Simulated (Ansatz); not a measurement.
```yaml
crystal:
  periodic: [false, false, false]
  atoms:
    - {symbol: Fe, position_ang: [-0.566607, 0.430810, 0.221251]}
    - {symbol: O, position_ang: [1.616046, -1.228387, -0.630284]}
    - {symbol: O, position_ang: [0.671615, -0.510273, -0.261463]}
    - {symbol: O, position_ang: [-1.721045, 1.307850, 0.670495]}
basis:
  gaussian: {orbitals: def2-TZVP, initial_orbitals: start.molden}
hamiltonian: {xc: pbe}
correlation: {method: rpa}
scf: {omitted_lower_state_checks: [starts]}
```

The file start.molden holds the orbitals of an earlier run on this structure, at another level or in another basis.

```sh
$ ansatz run in.yaml --threads 4 --pin off --events-out ev --progress --plain --max-ram 3916MiB
```

Output, abridged:

```
Functional definition: PBE
1063 factors; integrals over basis functions are off by at most 6.2e-4 eV
mean field evaluation 1: about -40514.7232 eV, gradient 1.2e1 eV
mean field evaluation 2: about -40514.9492 eV, gradient 3.0e-1 eV
mean field evaluation 4: about -40514.9496 eV, gradient 3.5e-3 eV
mean field -40514.94959674 eV, -1488.8969356611 hartree, gradient 1.1e-6 eV, S^2 0.000000; 0 other end points of the search recorded, 0 dependent functions left out; unrestricted orbitals would lower it
mean field evaluation 8: about -40448.5338 eV, gradient 3.2e1 eV
mean field evaluation 16: about -40457.0323 eV, gradient 1.5e0 eV
8 core orbitals not correlated: weight in the atoms' cores, before any rotation towards them, 1.000 or more for the frozen orbitals, at most 0.000 for the correlated occupied ones
reference -40448.30698855 eV, -1486.4478649820 hartree; 17, 17 occupied and 113, 113 virtual orbitals, 1063 factors
Error: the energy between an occupied orbital and the lowest state that it is excited into in its spin channel is -0.5661 eV and must be positive: a state without a gap has no random-phase energy
```

Q: Can the result of this run be used?

A: No. The run stopped with an error. The reference has no gap: an occupied orbital lies above an empty one, and the correlation energy can't be formed.
